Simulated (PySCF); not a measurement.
Molfile (atoms numbered from 1):
```
C7H13B
     RDKit          3D

 21 21  0  0  0  0  0  0  0  0999 V2000
   -1.7521    1.4658    0.5703 C   0  0  0  0  0  0  0  0  0  0  0  0
   -1.3412    0.2369    0.2564 C   0  0  0  0  0  0  0  0  0  0  0  0
   -1.8315   -0.8253   -0.7012 C   0  0  0  0  0  0  0  0  0  0  0  0
   -0.8317   -1.8169   -0.0599 C   0  0  0  0  0  0  0  0  0  0  0  0
   -0.1994   -0.6554    0.7451 C   0  0  1  0  0  0  0  0  0  0  0  0
    1.0285    0.1367    0.1527 B   0  0  0  0  0  0  0  0  0  0  0  0
    1.7866    1.1453    1.0948 C   0  0  0  0  0  0  0  0  0  0  0  0
    1.5193   -0.0901   -1.3250 C   0  0  0  0  0  0  0  0  0  0  0  0
   -1.2414    2.0602    1.3325 H   0  0  0  0  0  0  0  0  0  0  0  0
   -2.6257    1.9097    0.0844 H   0  0  0  0  0  0  0  0  0  0  0  0
   -1.6157   -0.5901   -1.7564 H   0  0  0  0  0  0  0  0  0  0  0  0
   -2.9005   -1.0779   -0.6224 H   0  0  0  0  0  0  0  0  0  0  0  0
   -0.1663   -2.3516   -0.7532 H   0  0  0  0  0  0  0  0  0  0  0  0
   -1.3276   -2.5564    0.5848 H   0  0  0  0  0  0  0  0  0  0  0  0
   -0.1466   -0.7762    1.8387 H   0  0  0  0  0  0  0  0  0  0  0  0
    2.1579    2.0436    0.5777 H   0  0  0  0  0  0  0  0  0  0  0  0
    2.6843    0.6084    1.4594 H   0  0  0  0  0  0  0  0  0  0  0  0
    1.2207    1.4449    1.9896 H   0  0  0  0  0  0  0  0  0  0  0  0
    0.7520   -0.4684   -2.0167 H   0  0  0  0  0  0  0  0  0  0  0  0
    2.0055    0.7904   -1.7708 H   0  0  0  0  0  0  0  0  0  0  0  0
    2.2938   -0.8803   -1.2691 H   0  0  0  0  0  0  0  0  0  0  0  0
  1  2  2  0
  2  3  1  0
  3  4  1  0
  4  5  1  0
  5  6  1  0
  6  7  1  0
  6  8  1  0
  5  2  1  0
  1  9  1  0
  1 10  1  0
  3 11  1  0
  3 12  1  0
  4 13  1  0
  4 14  1  0
  5 15  1  1
  7 16  1  0
  7 17  1  0
  7 18  1  0
  8 19  1  0
  8 20  1  0
  8 21  1  0
M  END
```

[PySCF: shieldings: GIAO CAM-B3LYP/pcSseg-1; coordinates at the PBE0-D3(BJ)/def2-SVP level; gas phase; averaged over atoms made equivalent by symmetry, fast rotation or ring inversion; one conformer; relativity neglected]

References, each an isolated molecule treated in the same way: ¹³C (σ = 182.45 ppm), ¹H (σ = 31.33 ppm) against TMS; ¹¹B (σ = 99.35 ppm) against BF3·OEt2.

```
                  atoms  nucleus  count  δ (ppm)
                     C1      ¹³C      1        ?
                     H9       ¹H      1     5.03
                    H13       ¹H      1        ?
                    H15       ¹H      1     3.09
                    H14       ¹H      1     2.08
                     C3      ¹³C      1     31.6
                  C7/C8      ¹³C      2        ?
                     C4      ¹³C      1     19.1
                     C2      ¹³C      1        ?
                    H10       ¹H      1     5.12
                     C5      ¹³C      1        ?
                    H11       ¹H      1     2.63
                    H12       ¹H      1     2.64
                     B6      ¹¹B      1     76.0
H16/H17/H18/H19/H20/H21       ¹H      6     0.76
```

**Question.** Estimate the values marked ?.

**Answer.** 
- C2: 159.3 ppm, fully substituted alkene carbon; as expected for a trigonal carbon in a double bond
- C1: 118.8 ppm, terminal =CH2 carbon; as expected for a trigonal carbon in a double bond
- C5: 50.1 ppm, allylic sp3 CH bonded to B
- C7/C8: 11.5 ppm, methyl carbon bonded to B
- H13: 1.84 ppm, hydrogen on an sp3 CH2 in a ring

A carbon bonded to boron is broadened by the quadrupolar boron nucleus and is often missing from a measured spectrum. Shifts are as computed, not scaled to solution data. Of 1211 compounds with measured shifts, 218 miss one by over three times the rms of a fit or turn the order of signals round; such compounds aren't used in these exercises.
